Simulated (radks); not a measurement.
The rhenium ion Re17+, 58 electrons, occupied as [Kr] 4d10 4f12 (the NIST ground configuration). All-electron calculation, non-relativistic Kohn-Sham, TPSS, spin-polarised, spherical densities, point nucleus; open shells are filled with parallel spins first (spin-orbit coupling, left out, can overturn this in heavy ions); meta-GGA in the generalised Kohn-Sham scheme; relativity is left out, which matters for an element this heavy. Program: a radial shooting solver on a logarithmic mesh with Libxc functionals.

Normalised radial functions P(r) = r R(r), r in bohr:

r,4s down,4p down,4d down
0.002645,0.2155,0.0138,0.0002
0.003006,0.2379,0.0176,0.0003
0.003389,0.2601,0.0220,0.0004
0.003852,0.2846,0.0280,0.0005
0.004378,0.3097,0.0354,0.0008
0.004936,0.3332,0.0441,0.0011
0.00561,0.3576,0.0555,0.0016
0.006326,0.3788,0.0686,0.0022
0.00719,0.3986,0.0858,0.0032
0.008171,0.4138,0.1067,0.0045
0.009213,0.4224,0.1303,0.0063
0.01047,0.4235,0.1604,0.0090
0.0119,0.4138,0.1960,0.0127
0.01342,0.3927,0.2348,0.0176
0.01525,0.3549,0.2822,0.0247
0.01733,0.2990,0.3356,0.0344
0.01954,0.2287,0.3904,0.0468
0.02221,0.1339,0.4525,0.0644
0.02504,0.0271,0.5118,0.0862
0.02846,-0.1031,0.5726,0.1165
0.03235,-0.2445,0.6253,0.1558
0.03648,-0.3791,0.6614,0.2022
0.04146,-0.5129,0.6773,0.2635
0.04712,-0.6209,0.6609,0.3378
0.05312,-0.6825,0.6076,0.4194
0.06038,-0.6884,0.5027,0.5176
0.06808,-0.6242,0.3555,0.6168
0.07737,-0.4727,0.1476,0.7240
0.08794,-0.2377,-0.1030,0.8225
0.09915,0.0431,-0.3589,0.8948
0.1127,0.3743,-0.6244,0.9344
0.1281,0.6883,-0.8429,0.9172
0.1444,0.9123,-0.9654,0.8342
0.1641,1.0182,-0.9695,0.6626
0.1865,0.9416,-0.8169,0.4022
0.2103,0.6894,-0.5290,0.0864
0.239,0.2504,-0.0934,-0.3035
0.2695,-0.2643,0.3859,-0.6855
0.3063,-0.8330,0.8980,-1.0653
0.3482,-1.3190,1.3279,-1.3685
0.3925,-1.6212,1.5937,-1.5478
0.4461,-1.7362,1.6952,-1.6070
0.5071,-1.6424,1.6122,-1.5322
0.5717,-1.4110,1.4039,-1.3630
0.6498,-1.0842,1.1033,-1.1155
0.7385,-0.7491,0.7859,-0.8419
0.8327,-0.4781,0.5198,-0.5970
0.9464,-0.2632,0.2997,-0.3770
1.067,-0.1335,0.1600,-0.2227
1.213,-0.0562,0.0718,-0.1134
1.378,-0.0201,0.0276,-0.0505
1.554,-0.0065,0.0096,-0.0206
1.766,-0.0016,0.0026,-0.0067

4s down: eigenvalue -871.18 eV, 3 radial nodes at r = 0.0258, 0.0975, 0.254 bohr, <r> = 0.476 bohr, 90 % of the charge inside 0.679 bohr. 4p down: eigenvalue -783.50 eV, 2 radial nodes at r = 0.0836, 0.245 bohr, <r> = 0.481 bohr, 90 % of the charge inside 0.694 bohr. 4d down: eigenvalue -623.64 eV, 1 radial node at r = 0.217 bohr, <r> = 0.490 bohr, 90 % of the charge inside 0.727 bohr.
